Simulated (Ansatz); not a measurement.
Born–Oppenheimer molecular dynamics of BClFHO (5 atoms, charge 0, multiplicity 1). It goes on from the last frame of an earlier run, with new velocities.

Theory: RKS PBE0-D4/def2-SVP in Ansatz 0.2.0.

| Item | Value |
| --- | --- |
| ensemble | NVT, Langevin thermostat |
| time step | 0.5 fs |
| steps asked | 100 |
| set temperature | 300 K |
| friction | 0.02 /fs |
| seed | 798143 |

First frame:

```xyz
5
Properties=species:S:1:pos:R:3
B 0.051 -0.062 0.081
F -0.116 0.272 1.342
O 1.270 -0.389 -0.350
H 1.316 -0.641 -1.274
Cl -1.373 -0.132 -0.968
```

Task: How far do the bonds stretch over the last three quarters of this one trajectory? (Pairs bonded in most of those frames.)

Result: 
```csv
bond,mean (Å),spread (Å),shortest,longest
B1–F2,1.320,0.007,1.31,1.33
B1–O3,1.341,0.012,1.32,1.36
B1–Cl5,1.795,0.040,1.73,1.86
O3–H4,0.962,0.010,0.94,0.98
```

Mean temperature of the second half: 233 K. The mean temperature of the second half is 22 % below the set value. A run of 0.05 ps of so small a system gives no equilibrium averages.

The run took 2.8 min on 1 thread of Arm Neoverse V1 (shared host), peak memory 0.11 GiB.
